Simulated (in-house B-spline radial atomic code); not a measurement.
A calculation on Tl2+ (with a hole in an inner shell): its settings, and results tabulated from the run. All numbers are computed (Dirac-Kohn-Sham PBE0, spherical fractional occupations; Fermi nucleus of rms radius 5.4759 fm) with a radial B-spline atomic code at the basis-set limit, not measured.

In the input, a minus or plus after the letter marks the j = l - 1/2 or j = l + 1/2 subshell.

Command:
```bash
python run_scf.py task.json out
```
Settings (nuclear radius in fm, mass in u):
```
Z                81
configuration    1s2 2s2 2p6 3s2 3p6 3d10 4s2 4p-1 4p+4 4d10 4f14 5s2 5p-1 5p+4 5d10 6s2 6p1
hamiltonian      dirac
method           pbe0
spin_polarised   False
nucleus          fermi
rms_radius       5.4759
atomic_mass      204.97443
speed_of_light   137.035999084
```

Output (hartree, bohr):
```
 radial grid: 81 intervals, B-splines of order 8, outer radius 60 bohr

 iter        energy (Eh)    residual
    1      -20250.750066    8.52e-01
    2      -20251.559014    8.12e-02
    3      -20251.770036    2.00e-02
    4      -20251.776620    8.74e-03
    5      -20251.777210    1.61e-03
    6      -20251.777299    5.54e-04
    7      -20251.777306    8.80e-05
    8      -20251.777307    1.10e-05
    9      -20251.777307    5.83e-07

 total energy                    -20251.77731
 kinetic                           23433.8180
 electron-nucleus                 -51024.3525
 Hartree                            7716.3182
 exact exchange                      -92.0225
 exchange-correlation               -285.5385

 first-order corrections (not in the total)
   Gaunt                            26.4147
   retardation                      -2.8022
   frequency dependence             -0.5267
   self-energy                      19.9810
   Uehling                          -4.1765
   Wichmann-Kroll                    0.1889
   recoil                            0.0326

 orbital      occ     eigenvalue          <r>       <r^2>       <1/r>       <r^4>     <1/r^2>       r_max    small
 1s1/2      2.000     -3148.2060    0.0163216  0.00036902     99.3586 3.76121e-07     24809.6     0.01003  9.51e-02
 2s1/2      2.000      -563.3205    0.0680585  0.00554724       24.53 5.41534e-05     3571.29     0.05835  2.19e-02
 2p1/2      2.000      -540.7302    0.0559006  0.00391292     24.4812 3.20375e-05     1126.95      0.0428  2.20e-02
 2p3/2      4.000      -464.7786    0.0646814  0.00509496     19.6886 5.09486e-05     530.443     0.05039  1.94e-02
 3s1/2      2.000      -136.5842     0.176877   0.0359306     9.00505  0.00195512     820.799      0.1641  7.36e-03
 3p1/2      2.000      -126.3553     0.167358   0.0327126     8.91335  0.00170029     264.815       0.153  7.30e-03
 3p3/2      4.000      -109.4280     0.183339   0.0390378     7.66511  0.00238944     126.702      0.1683  6.56e-03
 3d3/2      4.000       -92.5788     0.159451   0.0298464     7.55973  0.00157407     71.7345      0.1309  6.44e-03
 3d5/2      6.000       -88.9714     0.164321   0.0315691     7.27871  0.00174328     65.3602      0.1351  6.24e-03
 4s1/2      2.000       -32.1607      0.39034    0.172067     3.82667   0.0426441     212.831      0.3689  2.53e-03
 4p1/2      1.000       -27.5128     0.392197    0.175097     3.71397   0.0452812     67.4811      0.3669  2.43e-03
 4p3/2      4.000       -23.6049     0.425049    0.205288     3.29302   0.0620453     32.7063      0.3974  2.16e-03
 4d3/2      4.000       -16.3399     0.430016    0.213495     3.09711   0.0715904     17.4063       0.389  1.96e-03
 4d5/2      6.000       -15.5995     0.440616    0.223927     3.00051   0.0786498     15.8595      0.3983  1.89e-03
 4f5/2      6.000        -6.2282     0.454122    0.246096     2.66701    0.116664     8.77048      0.3531  1.54e-03
 4f7/2      8.000        -6.0671     0.460003    0.252415     2.63022    0.122692     8.51015      0.3574  1.51e-03
 5s1/2      2.000        -6.3014     0.862992    0.833972     1.59989    0.996332     46.4775      0.8002  6.87e-04
 5p1/2      1.000        -4.6577     0.921795    0.957347     1.48007     1.35131     13.6834      0.8394  6.04e-04
 5p3/2      4.000        -3.9661       1.0041     1.13567     1.32784     1.90636     6.66064      0.9106  5.18e-04
 5d3/2      4.000        -1.7522      1.23384     1.75197     1.06338     5.02695     2.69966       1.047  3.46e-04
 5d5/2      6.000        -1.6669      1.26906     1.85392     1.03002     5.63969     2.44829       1.075  3.28e-04
 6s1/2      2.000        -1.1403      2.12845     5.07695    0.605652     37.9274     7.05678       1.896  1.24e-04
 6p1/2      0.333        -0.7380      2.52292     7.17722     0.50509     78.1691     1.68907       2.195  8.64e-05
 6p3/2      0.667        -0.6505      2.77065      8.6381    0.454066     112.423    0.828583       2.416  7.08e-05
```

Cost of the run: 1.7 s on 1 thread of Arm Neoverse V1, with other jobs on the host.

For the Dirac Hamiltonian the kinetic term is c α·p + (β - 1)c².

Caution: exact exchange at fractional occupations of open shells leaves self-interaction of up to several eV.
